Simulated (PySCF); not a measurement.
One of the candidates below gave these computed data.

All candidates are C4H11NOSi2.

| technique | computed result |
| --- | --- |
| Rotational structure | rotational constants A, B, C: 2.010, 0.983, 0.781 GHz [GFN2-xTB] |
| 13C NMR | chemical shifts (computed TMS as zero) by class: 248.2 (1 C), 48.3 (1 C), 16.8 (1 C), -6.8 (1 C) ppm [GIAO PBE0/pcSseg-1] |
| Dipole | 2.77 D [PBE0/pcSseg-1] |
| NMR, other nuclei | isotropic shieldings of nuclei other than C and H, by class: 226 (1 N), -601 (1 O), 355 (1 Si), 429 (1 Si) ppm [GIAO PBE0/pcSseg-1] |
| 1H NMR | chemical shifts (computed TMS as zero) by class: 12.14 (1 H), 4.01 (3 H), 3.99 (1 H), 3.98 (1 H), 2.08 (1 H), 1.42 (1 H), 0.72 (1 H), -0.02 (1 H), -0.14 (1 H) ppm [GIAO PBE0/pcSseg-1] |

Gas-phase values; electronic properties from PySCF, density fitting. Levels stand in brackets. Geometry: GFN2-xTB, one conformer, isolated molecule. GFN2-xTB frequencies show an imaginary mode (51i cm⁻¹), so this geometry is no minimum at that level. NMR values are class means; diastereotopic atoms form classes of their own.

**Question.** Which candidate is it?
A. `CCCO[Si@@H]([SiH3])C#N`
B. `O=C[Si@@]1(C[SiH3])CCN1`
C. `CC(=O)NC1[SiH2]C[SiH2]1`
D. `CNC(=O)[SiH2]/C=C/[SiH3]`
E. `CC(=O)N[SiH]1C[SiH2]C1`

**Answer.** B. It is `O=C[Si@@]1(C[SiH3])CCN1`. Numbering: `[O:1]=[CH:2][Si@@:3]1([CH2:4][SiH3:5])[CH2:6][CH2:7][NH:8]1`. Its formula, C4H11NOSi2, gives 2 degrees of unsaturation: 1 ring and 1 π bond in the structure found. 4 carbons fall into 4 classes; from least to most shielded: carbonyl carbon [C2] (248.2 ppm), ring sp3 carbon bound to nitrogen [C7] (48.3 ppm), ring sp3 carbon bound to silicon [C6] (16.8 ppm), chain sp3 carbon bound to silicon [C4] (-6.8 ppm). Hydrogen classes from least to most shielded: 1 H on a carbonyl carbon, C2 (12.14 ppm), 3 H on an SiH3 silicon, Si5 (4.01 ppm, a mean of values up to 0.7 ppm apart in this geometry), 1 H on an sp3 carbon bound to nitrogen, C7 (3.99 ppm), 1 H on an sp3 carbon bound to nitrogen, C7 (3.98 ppm), 1 H on an sp3 carbon bound to silicon, C6 (2.08 ppm), 1 H on an sp3 carbon bound to silicon, C6 (1.42 ppm), 1 H on a silicon-bound nitrogen, N8 (0.72 ppm), 1 H on an sp3 carbon bound to silicon, C4 (-0.02 ppm), 1 H on an sp3 carbon bound to silicon, C4 (-0.14 ppm). The other shieldings belong to: 226 ppm, silicon-bound nitrogen [N8]; -601 ppm, carbonyl oxygen [O1]; 355 ppm, four-coordinate silicon [Si3]; 429 ppm, SiH3 silicon [Si5]. The optimised geometry has point group C1 and is an asymmetric top.

The others, at the same levels:
- `CNC(=O)[SiH2]/C=C/[SiH3]` fails: its computed 13C shifts are 181.1 (1 C), 159.5 (1 C), 147.8 (1 C), 23.9 (1 C) ppm, 1H shifts are 7.97 (1 H), 6.97 (1 H), 5.22 (1 H), 4.37 (2 H), 4.18 (3 H), 3.17 (3 H) ppm and rotational constant A is 2.506 GHz (against 2.010 GHz).
- `CCCO[Si@@H]([SiH3])C#N` fails: its computed 13C shifts are 125.3 (1 C), 71.8 (1 C), 30.3 (1 C), 11.0 (1 C) ppm, 1H shifts are 5.41 (1 H), 3.94 (1 H), 3.64 (1 H), 3.50 (3 H), 1.84 (1 H), 1.78 (1 H), 0.97 (3 H) ppm and rotational constant A is 1.816 GHz (against 2.010 GHz).
- `CC(=O)NC1[SiH2]C[SiH2]1` fails: its computed 13C shifts are 174.0 (1 C), 36.1 (1 C), 24.0 (1 C), 0.3 (1 C) ppm, 1H shifts are 5.40 (1 H), 4.98 (2 H), 4.69 (2 H), 3.01 (1 H), 1.88 (3 H), 0.38 (1 H), 0.23 (1 H) ppm and rotational constant A is 2.848 GHz (against 2.010 GHz).
- `CC(=O)N[SiH]1C[SiH2]C1` fails: it has 3 carbon classes against 4; its computed 13C shifts are 178.5 (1 C), 23.8 (1 C), 3.0 (2 C) ppm, 1H shifts are 5.65 (1 H), 4.74 (1 H), 4.71 (1 H), 4.69 (1 H), 2.07 (3 H), 0.76 (2 H), 0.53 (2 H) ppm and rotational constant A is 3.393 GHz (against 2.010 GHz).

Each candidate is one conformer, not necessarily the lowest. The conformers computed, where there is a choice (atom-mapped SMILES and torsion angles):
- `[O:1]=[CH:2][Si@@:3]1([CH2:4][SiH3:5])[CH2:6][CH2:7][NH:8]1`: O1–C2–Si3–C4 4°, C2–Si3–C4–Si5 -58°
- `[CH3:1][NH:2][C:3](=[O:4])[SiH2:5]/[CH:6]=[CH:7]/[SiH3:8]`: C1–N2–C3–O4 0°, N2–C3–Si5–C6 -122°, C3–Si5–C6–C7 -21°
- `[CH3:1][CH2:2][CH2:3][O:4][Si@@H:5]([SiH3:6])[C:7]#[N:8]`: C1–C2–C3–O4 179°, C2–C3–O4–Si5 178°, C3–O4–Si5–Si6 -175°
- `[CH3:1][C:2](=[O:3])[NH:4][CH:5]1[SiH2:6][CH2:7][SiH2:8]1`: C1–C2–N4–C5 -178°, C2–N4–C5–Si6 23°
- `[CH3:1][C:2](=[O:3])[NH:4][SiH:5]1[CH2:6][SiH2:7][CH2:8]1`: C1–C2–N4–Si5 180°, C2–N4–Si5–C6 170°
